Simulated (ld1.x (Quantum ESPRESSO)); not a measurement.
**u(r) = r·R(r): atom against pseudo-atom (antimony)**

Columns: radius, all-electron u(r) and pseudo u(r) of the 5p shell (level -4.83 eV) of antimony in the configuration [Kr] 4d10 5s2 5p3; PBE, scalar-relativistic, PAW scheme, ld1.x (Quantum ESPRESSO) 7.5.

| r (bohr) | all-electron | pseudo |
| --- | --- | --- |
| 0.115 | 0.0283 | -0.0039 |
| 0.230 | -0.1794 | -0.0154 |
| 0.345 | -0.0675 | -0.0342 |
| 0.460 | 0.1322 | -0.0600 |
| 0.575 | 0.2587 | -0.0920 |
| 0.690 | 0.2824 | -0.1296 |
| 0.805 | 0.2270 | -0.1718 |
| 0.920 | 0.1263 | -0.2177 |
| 1.035 | 0.0068 | -0.2661 |
| 1.150 | -0.1140 | -0.3160 |
| 1.265 | -0.2263 | -0.3660 |
| 1.380 | -0.3252 | -0.4151 |
| 1.495 | -0.4091 | -0.4621 |
| 1.610 | -0.4780 | -0.5058 |
| 1.725 | -0.5328 | -0.5450 |
| 1.840 | -0.5748 | -0.5788 |
| 1.955 | -0.6056 | -0.6063 |
| 2.070 | -0.6266 | -0.6266 |
| 2.185 | -0.6392 | -0.6392 |
| 2.300 | -0.6445 | -0.6445 |
| 2.415 | -0.6438 | -0.6438 |
| 2.530 | -0.6381 | -0.6381 |
| 2.645 | -0.6283 | -0.6283 |
| 2.760 | -0.6151 | -0.6151 |
| 2.875 | -0.5994 | -0.5994 |
| 2.990 | -0.5816 | -0.5816 |

How many radial nodes do the two functions have?

The all-electron 5p function has n − l − 1 = 3; the pseudo-wave has 0, since the states of the same l below it are removed with the core.

At about which radius was the pseudo-wave matched?

2.10 bohr, where the columns begin to agree (steps of 0.12 bohr).

Is the pseudo-wave norm-conserving?

No, it belongs to a PAW set: the norm inside the radius is not constrained, and the difference is carried by the augmentation charge.
